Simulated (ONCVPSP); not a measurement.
lithium: one change to an ONCV potential, before and after

lithium (Li), optimised norm-conserving Vanderbilt (ONCV), made with ONCVPSP 4.0.1 (PBE, scalar-relativistic). Core none, reference 1s2 2s1. Waves: 1s+2s: rc 1.15 bohr, ncon 4, nbas 8, qcut 10.8 1/bohr, 2 projectors; p scattering state at 0.05 Ha: rc 1.10 bohr, ncon 4, nbas 8, qcut 7.2 1/bohr, 2 projectors, debl 3.6 Ha. Local part: polynomial inside 1.05 bohr (lpopt 5, dvloc0 0 Ha). Core correction: none.

Change: all radii scaled by about 1.09 (s 1.26, p 1.20 bohr); local potential polynomial inside 1.16 bohr (lpopt 5, dvloc0 0 Ha).

Cutoffs: the cutoffs (Ha) at which the residual kinetic energy of the hardest occupied pseudo-wave falls to 1 and 0.1 mHa per electron; they do not see the model core or the augmentation charge, which bear on the density cutoff. Errors are all-electron minus pseudo energies relative to the spin-unpolarised reference configuration.

What does the change do?

The potential gets softer (41 Ha and 48 Ha → 37 Ha and 45 Ha); of the 4 tests that both files solve, the error grows in 1 and shrinks in 0 by more than 15 % and 0.3 meV (median size 0.4 → 0.4 meV); neither file shows a bound ghost. A larger radius leaves more room for a smooth pseudo-wave, so fewer plane waves are needed.

```csv
quantity,base,changed
"cutoff, loose",41 Ha,37 Ha
"cutoff, tight",48 Ha,45 Ha
bound ghosts,none,none
GHOST(+) flags under 300 eV,none,none
"error for 1s2 2s0, meV [ΔE 5.30 eV]",+0.3,+0.3
"error for 1s2 2s0.5, meV [ΔE 2.05 eV]",0.0,+0.1
"error for 1s2 2s0 2p1, meV [ΔE 1.79 eV]",+0.4,+0.5
"error for 1s1 2s1, meV [ΔE 68.41 eV]",+841,+1023
```
